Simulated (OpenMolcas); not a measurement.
**N2+: effect of the IPEA shift**

| Item | Value |
| --- | --- |
| Program | OpenMolcas |
| Basis | ANO-RCC-VTZP [4s3p2d1f] |
| Scalar Hamiltonian | DKH2, point nucleus |
| Active space | 3 electrons in 4 orbitals (2s 2p) |
| State averaging | 2S+1 = 4 odd, 1 root; 2S+1 = 2 odd, 11 roots; 2S+1 = 4 even, 3 roots; 2S+1 = 2 even, 9 roots |
| Spin-orbit coupling | state interaction with AMFI integrals over the reference wave functions, term energies averaged over their components |

Methods on the same reference wave functions:
A. CASSCF
B. MS-CASPT2, IPEA 0 Eh, imaginary shift 0.1 Eh (closed shells correlated: 1s)
C. MS-CASPT2, IPEA 0.25 Eh, imaginary shift 0.1 Eh (closed shells correlated: 1s)

Energies in cm-1 above 2s2 2p 2P* 1/2, the measured ground level; measured values from Moore, Selected Tables of Atomic Spectra, NSRDS-NBS 3, section 5.

```tsv
Level	A	B	C	Measured
2s2 2p 2P* 1/2	0.0	0.0	0.0	0.0
2s2 2p 2P* 3/2	158	158	158	174
2s 2p2 4P 1/2	51360	55910	55560	
2s 2p2 4P 3/2	51417	55960	55610	57247
2s 2p2 4P 5/2	51513	56060	55710	57328
2s 2p2 2D 3/2	106925	100670	101170	101031
2s 2p2 2D 5/2	106925	100670	101170	101024
2s 2p2 2S 1/2	136226	131030	131480	131004
2s 2p2 2P 1/2	156980	146920	148170	145876
2s 2p2 2P 3/2	157091	147040	148280	145986
2p3 4S* 3/2	184142	185860	185640	186797
2p3 2D* 3/2	213626	203650	204140	203089
2p3 2D* 5/2	213627	203650	204140	203075
2p3 2P* 1/2	243621	231860	232410	230404
2p3 2P* 3/2	243629	231870	232420	230409
```

Deviations, from unrounded energies. A percentage is the sum of absolute deviations over the sum of measured energies, with the sign that they share, or ± where signs differ.

```json
{"Against measurement": "mean absolute deviation (cm-1)", "Levels": "13", "A": "7800", "B": "800", "C": "1200"}
{"Against measurement": "fine structure of the ground term (%)", "Levels": "1", "A": "-9.6", "B": "-9.1", "C": "-9.2"}
{"Against measurement": "other configurations (%)", "Levels": "12", "A": "±5.6", "B": "±0.6", "C": "±0.9"}
```

B lies closest to measurement on these levels and A furthest from it. The largest miss of B in the table is 2p3 2P* 3/2, by +1500 cm-1. The ranking rests on the paired levels alone, and a cruder setting can come out closer through cancelling errors.

Between B and C the level of the table that moves most is 2s 2p2 2P 3/2, by 1200 cm-1 (lowest in B, highest in C). Moves below CASPT2's spread within the term are not significant.

The mean deviations of B to C differ by less than CASPT2's widest spread within a term (560 cm-1), so their order carries little weight.

The lowest spin-free term lies below A's lowest term by 0.044 hartree in B, 0.042 hartree in C.

CASPT2 does not keep the components of a term degenerate, so their means are used; among the terms shown or strongly mixed into the levels shown the widest spread is 560 cm-1 (2p3 2D*, C). Measured partners are found by configuration, term and J. A level has none where our copy of the source lacks it or the pairing is in doubt (some pairs that miss far off the trend of their configuration count as doubtful), and it then counts in no deviation. Levels of configurations outside the active space are missing.

* marks odd parity.
